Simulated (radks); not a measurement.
Spherical quantum dot in the effective-mass picture: electrons in a hard-walled sphere of radius 5.29, all in effective atomic units (hartree* = m*/eps^2 hartree, bohr* = eps/m* bohr), one dielectric constant everywhere. Calculated with a radial shooting solver with Libxc functionals: non-relativistic Kohn-Sham, PBEsol, spin-polarised, spherical densities. Levels are named by radial order and angular momentum (1s, 1p, 1d, 2s, ...), and open shells are averaged over m. Results are scaled to m* = 0.119 and eps = 15.1, for which hartree* = 14.2 meV and bohr* = 6.715 nm.

N = 2, configuration 1s2. This is the lowest configuration that the search found. Occupied and some empty levels:

level  occupation  eigenvalue (meV)  <r> (nm)
1s              2            8.2765     19.26
1p              0            10.486     21.77
1d              0            13.555     23.41
2s              0            16.053     17.15

Energy (meV): total 9.16457, kinetic 5.2207, external 0, Hartree 8.8444, exchange-correlation -4.9006.

Electron density:

r (nm)  n(r) (e/nm^3)
1.70       0.00004082
3.48       0.00004063
5.26       0.00004026
7.04       0.00003968
8.81       0.00003882
10.6       0.00003760
12.4       0.00003596
14.1       0.00003384
15.9       0.00003119
17.7       0.00002804
19.5       0.00002446
21.3       0.00002052
23.0       0.00001642
24.8       0.00001237
26.6        8.603e-06
28.4        5.408e-06
30.1        2.940e-06
31.9        1.249e-06
33.7        2.970e-07
35.5        5.927e-10
